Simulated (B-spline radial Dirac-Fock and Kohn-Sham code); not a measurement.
# Yb³⁺: eigenvalues, ΔSCF and the reference

System: the Yb³⁺ ion in the configuration 1s2 2s2 2p6 3s2 3p6 3d10 4s2 4p6 4d10 4f13 5s2 5p6.

The density-functional columns are spherical, spin-unpolarised Dirac-Kohn-Sham results without Breit or QED terms: −ε is minus the orbital energy of the initial state and ΔSCF the difference of two total energies. The reference in the last column comes from Dirac-Fock (average of configuration) total-energy differences with a finite nucleus, the Breit interaction including its frequency dependence, and self-energy and vacuum-polarisation corrections. All numbers are from an atomic code on a B-spline grid, in eV; a selection of levels is shown. The Kohn-Sham columns are given as differences from the reference. For the 1s level of heavy atoms much of the gap between ΔSCF and the reference is the Breit and QED part, -290.1 eV here; for other levels the error of the functional can be larger.

| level | PBE −ε − DF | PBE ΔSCF − DF | LDA −ε − DF | LDA ΔSCF − DF | Dirac-Fock |
| --- | --- | --- | --- | --- | --- |
| 1s | -181.7 | +334.0 | -235.3 | +278.8 | 61365.1 |
| 2s | -143.7 | -50.9 | -151.3 | -58.2 | 10532.0 |
| 2p1/2 | -104.6 | +14.8 | -107.9 | +11.6 | 10015.8 |
| 2p3/2 | -116.4 | -12.0 | -118.6 | -14.0 | 8980.7 |
| 3s | -73.3 | -46.9 | -75.4 | -48.9 | 2441.4 |
| 3p1/2 | -58.2 | -29.9 | -59.1 | -30.6 | 2215.5 |
| 3p3/2 | -57.6 | -31.7 | -58.2 | -32.1 | 1992.8 |
| 3d3/2 | -37.4 | -6.1 | -37.3 | -5.9 | 1613.4 |
| 3d5/2 | -38.4 | -8.0 | -38.2 | -7.7 | 1565.8 |
| 4s | -37.3 | -24.9 | -38.2 | -25.8 | 530.5 |
| 4p1/2 | -30.6 | -18.3 | -31.0 | -18.7 | 438.4 |
| 4p3/2 | -30.7 | -18.8 | -31.3 | -19.3 | 388.2 |
| 4d3/2 | -19.6 | -7.9 | -19.6 | -7.8 | 236.5 |
| 4d5/2 | -19.6 | -8.0 | -19.7 | -8.0 | 227.4 |
| 4f | -5.8 | +4.5 | -5.5 | +4.9 | 41.74 |
| 5s | -10.4 | -2.2 | -10.1 | -1.8 | 96.03 |
| 5p1/2 | -5.8 | +1.9 | -5.4 | +2.3 | 67.62 |
| 5p3/2 | -5.7 | +1.6 | -5.5 | +1.9 | 60.91 |

Values without a named source are computed, but for edge energies of neutral atoms, which are taken from tables.
